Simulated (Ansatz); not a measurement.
Start from `[NH2][AlH][CH]1CC1` and change one atom or group to get `CC1CC1`.

Ansatz, PBE0-D4/def2-TZVP geometries, multiplicity 1. Each molecule was computed in one conformer, which needn't be the lowest.

```json
{"property": "size of the dipole moment (PBE/def2-TZVPP) / D", "`[NH2][AlH][CH]1CC1`": "1.06"}
{"property": "size of the dipole moment (B3LYP/def2-TZVPP) / D", "`[NH2][AlH][CH]1CC1`": "0.98"}
{"property": "HOMO–LUMO gap (ωB97M-V/def2-TZVPP) / eV", "`[NH2][AlH][CH]1CC1`": "11.04"}
{"property": "HOMO–LUMO gap (PBE0/def2-TZVPP) / eV", "`[NH2][AlH][CH]1CC1`": "7.12"}
{"property": "LUMO energy (ωB97M-V/def2-TZVPP) / eV", "`[NH2][AlH][CH]1CC1`": "1.33"}
{"property": "HOMO energy (ωB97M-V/def2-TZVPP) / eV", "`[NH2][AlH][CH]1CC1`": "-9.70"}
```

Question: Give the same properties after the change, and the shifts. (Best estimate.)

Answer: Ansatz gave: 
| property | `CC1CC1` | shift |
| --- | --- | --- |
| size of the dipole moment (PBE/def2-TZVPP) / D | 0.14 | -0.92 |
| size of the dipole moment (B3LYP/def2-TZVPP) / D | 0.14 | -0.84 |
| HOMO–LUMO gap (ωB97M-V/def2-TZVPP) / eV | 13.19 | 2.15 |
| HOMO–LUMO gap (PBE0/def2-TZVPP) / eV | 9.47 | 2.35 |
| LUMO energy (ωB97M-V/def2-TZVPP) / eV | 3.01 | 1.68 |
| HOMO energy (ωB97M-V/def2-TZVPP) / eV | -10.18 | -0.48 |

With PBE0 the HOMO falls by 0.56 eV and the LUMO rises by 1.80 eV, so the gap widens by about 2.36 eV. PBE moves the HOMO by -0.63 eV and ωB97M-V by -0.48 eV. Dipoles are sizes alone; their direction can turn.

B3LYP here is the variant with VWN-RPA as its local correlation; programs differ in this.
